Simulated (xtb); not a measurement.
BiI3, singlet, from a rough starting geometry (GFN-xTB shapes and energies of metal compounds can be far from the true ones); GFN2-xTB (xtb).

The xtb input:
```
$ xtb mol.xyz --gfn 2 --opt vtight --json

# file mol.xyz
4

Bi     0.01885528     0.00942444     1.04648647
I      0.42893911    -2.31770504    -0.36841019
I      1.88029894     1.57525220    -0.31271789
I     -2.26189260     0.86300716    -0.33943187
```

Output, abridged:

```
   ID    Z sym.   atoms
    1   83 Bi     1
    2   53 I      2-4

           -------------------------------------------------
          |                Calculation Setup                |
           -------------------------------------------------

           -------------------------------------------------
          |                 G F N 2 - x T B                 |
           -------------------------------------------------

          ...................................................
          :                      SETUP                      :
          :.................................................:
          :  # basis functions                  34          :
          :  # atomic orbitals                  31          :
          :  # shells                           11          :
          :  # electrons                        26          :
          :  max. iterations                   250          :
          :  Hamiltonian                  GFN2-xTB          :
          :  restarted?                      false          :
          :  GBSA solvation                  false          :
          :  PC potential                    false          :
          :  electronic temp.          300.0000000     K    :
          :  accuracy                    1.0000000          :
          :  -> integral cutoff          0.2500000E+02      :
          :  -> integral neglect         0.1000000E-07      :
          :  -> SCF convergence          0.1000000E-05 Eh   :
          :  -> wf. convergence          0.1000000E-03 e    :
          :  Broyden damping             0.4000000          :
          :  net charge                          0          :
          :  unpaired electrons                  0          :
          ...................................................

 iter      E             dE          RMSdq      gap      omega  full diag
   1    -13.8941929 -0.138942E+02  0.256E+01    4.36       0.0  T
   2    -13.9588047 -0.646118E-01  0.713E+00    5.47       1.0  T
   3    -13.9802614 -0.214567E-01  0.905E+00    4.65       1.0  T
   4    -13.9995942 -0.193328E-01  0.187E+00    5.03       1.0  T
   5    -14.0001535 -0.559377E-03  0.631E-01    5.03       1.0  T
   6    -14.0001952 -0.416103E-04  0.229E-01    5.02       1.0  T
   7    -14.0002009 -0.579044E-05  0.136E-01    5.02       1.0  T
   8    -14.0002047 -0.379550E-05  0.582E-02    5.02       1.0  T
   9    -14.0002055 -0.791893E-06  0.253E-02    5.03       2.0  T
  10    -14.0002057 -0.137825E-06  0.934E-03    5.03       5.4  T
  11    -14.0002057 -0.282409E-07  0.229E-03    5.03      21.8  T
  12    -14.0002057 -0.966725E-09  0.405E-04    5.03     123.3  T
  13    -14.0002057  0.220448E-09  0.617E-04    5.03      81.0  T

   *** convergence criteria satisfied after 13 iterations ***

         :::::::::::::::::::::::::::::::::::::::::::::::::::::
         ::                     SUMMARY                     ::
         :::::::::::::::::::::::::::::::::::::::::::::::::::::
         :: total energy             -13.988377698309 Eh    ::
         :: gradient norm              0.010107470537 Eh/a0 ::
         :: HOMO-LUMO gap              5.025203849973 eV    ::
         ::.................................................::
         :: SCC energy               -14.000203836440 Eh    ::
         :: -> isotropic ES            0.033729656457 Eh    ::
         :: -> anisotropic ES          0.014745915669 Eh    ::
         :: -> anisotropic XC         -0.012457022806 Eh    ::
         :: -> dispersion             -0.006871165490 Eh    ::
         :: repulsion energy           0.011826138131 Eh    ::
         :: add. restraining           0.000000000000 Eh    ::
         :: total charge              -0.000000000000 e     ::
         :::::::::::::::::::::::::::::::::::::::::::::::::::::

      -----------------------------------------------------------
     |                   =====================                   |
[...]
 * total energy  :   -13.9883777 Eh     change       -0.2760547E-09 Eh
 * total energy  :   -13.9762930 Eh     change        0.1208469E-01 Eh
 * total energy  :   -13.9851999 Eh     change       -0.8906857E-02 Eh
 * total energy  :   -13.8830205 Eh     change        0.1021793E+00 Eh
 * total energy  :   -13.9875359 Eh     change       -0.1045154E+00 Eh
 * total energy  :   -13.9881324 Eh     change       -0.5964901E-03 Eh
 * total energy  :   -13.9840096 Eh     change        0.4122834E-02 Eh
 * total energy  :   -13.9884679 Eh     change       -0.4458329E-02 Eh
 * total energy  :   -13.9885533 Eh     change       -0.8539318E-04 Eh
 * total energy  :   -13.9886094 Eh     change       -0.5605281E-04 Eh
 * total energy  :   -13.9886187 Eh     change       -0.9364258E-05 Eh
 * total energy  :   -13.9886188 Eh     change       -0.4206400E-07 Eh
   *** GEOMETRY OPTIMIZATION CONVERGED AFTER 12 ITERATIONS ***
         :: total energy             -13.988618761696 Eh    ::
[...]
         1        2.0000           -1.0721208             -29.1739
         2        2.0000           -0.7562628             -20.5790
         3        2.0000           -0.7562019             -20.5773
         4        2.0000           -0.7382252             -20.0881
         5        2.0000           -0.4974458             -13.5362
         6        2.0000           -0.4974196             -13.5355
         7        2.0000           -0.4781395             -13.0108
         8        2.0000           -0.4367176             -11.8837
         9        2.0000           -0.4366890             -11.8829
        10        2.0000           -0.4315259             -11.7424
        11        2.0000           -0.4315117             -11.7420
        12        2.0000           -0.4310641             -11.7299
        13        2.0000           -0.4302583             -11.7079 (HOMO)
        14                         -0.2426371              -6.6025 (LUMO)
        15                         -0.2231843              -6.0732
        16                         -0.2230628              -6.0698
        17                         -0.0041307              -0.1124
        18                         -0.0041279              -0.1123
        19                          0.0107413               0.2923
        20                          0.0107808               0.2934
        21                          0.0120662               0.3283
        22                          0.0128595               0.3499
        23                          0.0214740               0.5843
        24                          0.0215137               0.5854
       ...                                ...                  ...
        31                          0.5741060              15.6222
      -------------------------------------------------------------
                  HL-Gap            0.1876212 Eh            5.1054 eV
             Fermi-level           -0.3364477 Eh           -9.1552 eV

     #   Z          covCN         q      C6AA      α(0)
     1  83 Bi       2.644     0.758   428.090    39.364
     2  53 I        0.933    -0.253   390.914    34.131
     3  53 I        0.933    -0.253   390.897    34.130
     4  53 I        0.933    -0.253   390.922    34.131

 Mol. C6AA /au·bohr⁶  :       6391.816346
 Mol. C8AA /au·bohr⁸  :     657502.321279
 Mol. α(0) /au        :        141.756453

Wiberg/Mayer (AO) data.
largest (>0.10) Wiberg bond orders for each atom

 ---------------------------------------------------------------------------
     #   Z sym  total        # sym  WBO       # sym  WBO       # sym  WBO
 ---------------------------------------------------------------------------
     1  83 Bi   2.541 --     3 I    0.847     2 I    0.847     4 I    0.847
     2  53 I    0.925 --     1 Bi   0.847
     3  53 I    0.925 --     1 Bi   0.847
     4  53 I    0.925 --     1 Bi   0.847
 ---------------------------------------------------------------------------

Topologies differ in total number of bonds
Writing topology from bond orders to xtbtopo.mol

molecular dipole:
                 x           y           z       tot (Debye)
 q only:       -0.006      -0.029       2.009
   full:       -0.014      -0.057       3.776       9.599
molecular quadrupole (traceless):
                xx          xy          yy          xz          yz          zz
 q only:       -5.261       0.013      -5.269       0.041      -0.044      10.531
  q+dip:      -12.135       0.014     -12.157       0.064      -0.175      24.292
   full:      -11.406       0.013     -11.425       0.070      -0.145      22.831

optimized geometry written to: xtbopt.xyz

           -------------------------------------------------
          | TOTAL ENERGY              -13.988618761696 Eh   |
          | GRADIENT NORM               0.000179217422 Eh/α |
          | HOMO-LUMO GAP               5.105433027070 eV   |
           -------------------------------------------------

normal termination of xtb
```
